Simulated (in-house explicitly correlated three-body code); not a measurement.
Computed with an exponentially correlated three-body code. Model: two electrons around a point charge, non-relativistic, variational in 260 exponentially correlated functions (energies converged to about 1e-7 hartree, or 1e-8 relative for large Z).

Command:
```bash
python run_hyl.py task.json out
```
Settings (lengths in bohr, energies in hartree):
```
Z                      1.25
screening              0.625
interaction_strength   1
functions              260
states_tried           1
```

Cost of the run: 4.2 s on 1 thread of Intel(R) Xeon(R) 6975P-C (Granite Rapids), on a shared host.

**Ground state only, binding against the one-electron ion.**

Given: nuclear charge 1.25; Yukawa screening of all interactions 0.625 1/bohr.

Computed: one-electron threshold -0.231432847 hartree.

```json
{"term": "1 1S", "energy (hartree)": "-0.268479967", "binding (eV)": "1.0081"}
```

**Converged states only, values per electron or pair (inverse distances are <exp(-kr)/r>).**

```json
{"term": "1 1S", "mean r (bohr)": "2.3429", "mean r squared (bohr²)": "8.8908", "mean inverse r (1/bohr)": "0.42911", "mean r12 (bohr)": "3.7246", "mean inverse r12 (1/bohr)": "0.10625", "mean cosine": "-0.058784", "mean p1 dot p2 (bohr⁻²)": "0.026038", "delta r1 (bohr⁻³)": "0.27365", "delta r12 (bohr⁻³)": "0.0061649"}
```
